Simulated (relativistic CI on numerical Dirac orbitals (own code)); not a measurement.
# What each ingredient does to the levels of In34+

Base calculation: Dirac-Coulomb-Breit CI, KLI orbitals optimised for each configuration, a model potential for QED, unscaled Slater integrals.

CI space (outside the closed core [Ne]): 3s²3p³, 3s3p⁴, 3s²3p²3d, 3p⁵, 3s3p³3d, 3p⁴3d, 3s3p²3d², 3s²3p3d4p, 3p⁴4s, 3s3p²3d4s, 3p⁴4p, 3s²3p²4s, 3s²3p3d², 3s²3d³, 3s3p3d³, 3s²3d²4s, 3p³3d², 3p²3d³, 3p²3d²4s, 3s²3p3d4s, 3s3p3d²4s, 3s²3d4s², 3s3p²3d4p, 3s3p3d²4p, 3p²3d²4p, 3s3p3d4s4p. Double excitations out of closed p, d and f shells are left out; levels of such configurations are missing from the list, as are those of other unlisted configurations, and high levels can miss mixing partners.

Variants: (1) configuration mixing switched off; (2) one mean potential for all configurations. Shifts of the energy above 3s²3p³ ²P°3/2, in cm⁻¹, for the lowest level and the first level of each name with at least 55 % of one term (blank where a level changes its place among those of its configuration and J or its character, or is not in the variant):

```json
{"Level": "3s²3p³ ²P°3/2", "Base": "0", "Δ(1)": "0", "Δ(2)": "0"}
{"Level": "3s²3p³ ²D°5/2", "Base": "406532", "Δ(1)": "+1762", "Δ(2)": "+72"}
{"Level": "3s²3p³ ²P°1/2", "Base": "478201", "Δ(1)": "+9837", "Δ(2)": "+40"}
{"Level": "3s3p⁴ ⁴P5/2", "Base": "1056815", "Δ(1)": "+55256", "Δ(2)": "+480"}
{"Level": "3s²3p²3d ⁴D1/2", "Base": "1428726", "Δ(1)": "+2568", "Δ(2)": "-48"}
{"Level": "3s3p³3d ⁶D°1/2", "Base": "2131861", "Δ(1)": "-29096", "Δ(2)": "+549"}
{"Level": "3s3p³3d ⁶D°9/2", "Base": "2213305", "Δ(1)": "-35112", "Δ(2)": "+465"}
```

At this charge energies of transitions that change n are usually good to better than 1 %, and those within a shell (Δn = 0) to a few per cent.

Ionisation energy from the two ground configurations alone: base 2188.2 eV. The NIST ASD value (semi-empirical) is 2207 eV.

LS names give the leading component of a level, which can be under half, so a name can repeat, a term be missing and a line seem to break the LS rules.
